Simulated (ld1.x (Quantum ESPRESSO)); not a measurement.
BP86 TM dataset for holmium, fully relativistic all-electron reference.

ld1.x (Quantum ESPRESSO) 7.5 input, shortened:

```
&input
   title='Ho', zed=67., rel=2, dft='BP', iswitch=3,
   config='[Xe] 4f11 5d0 6s1.5 6p0.5', rel_dist='average'
 /
 &inputp
   pseudotype=2, tm=.true., lloc=-1, rcloc=2.20,
   nlcc=.true., rcore=0.65
 /
4
6S  1  0   1.50   0.00  2.50  2.50  0.0
6P  2  1   0.50   0.00  3.40  3.40  0.0
5D  3  2   0.00   0.00  3.45  3.45  0.0
4F  4  3  11.00   0.00  1.35  1.35  0.0
 &test
   configts(1)='4f11 5d0 6s1.5 6p0.5'
 /
```

Open shells are filled in proportion to 2j + 1 (rel_dist='average').

Q: Does the generator finish with these settings?

A: Yes, a potential is produced and its reference levels are reproduced.

Q: Estimate the cutoffs (Ry, on a coarse ladder) from which the occupation-weighted sum of valence levels, in a spherical-Bessel basis at the reference potential, stays within 10 and 1 mRy of its value at 400 Ry.

A: 230 Ry and over 300 Ry.

Q: Does the potential have ghost states?

A: Ghost states, extra bound levels that the all-electron valence spectrum of the same l lacks: s at -27.6 eV, p3/2 at -3.9 eV. A true bound ghost makes a file unfit for plane-wave use.

Q: Which valence shell sets the plane-wave cutoff?

A: 4f: its level needs 230 Ry to come within 1 mRy, against 18 Ry for 6s.

Q: Tests: 4f11 5d0 6s2 6p0; 4f11 5d0 6s1 6p0; 4f11 5d0 6s0 6p0; 4f11 5d0 6s1 6p1; 4f10 5d1 6s1 6p0; 4f10 5d0 6s0 6p0; 4f10 5d0 6s2 6p0. Which has the largest error in its energy relative to the reference configuration, and how large is it?

A: 4f10 5d0 6s0 6p0, with -1584 meV (all-electron minus pseudo) on +42.92 eV.
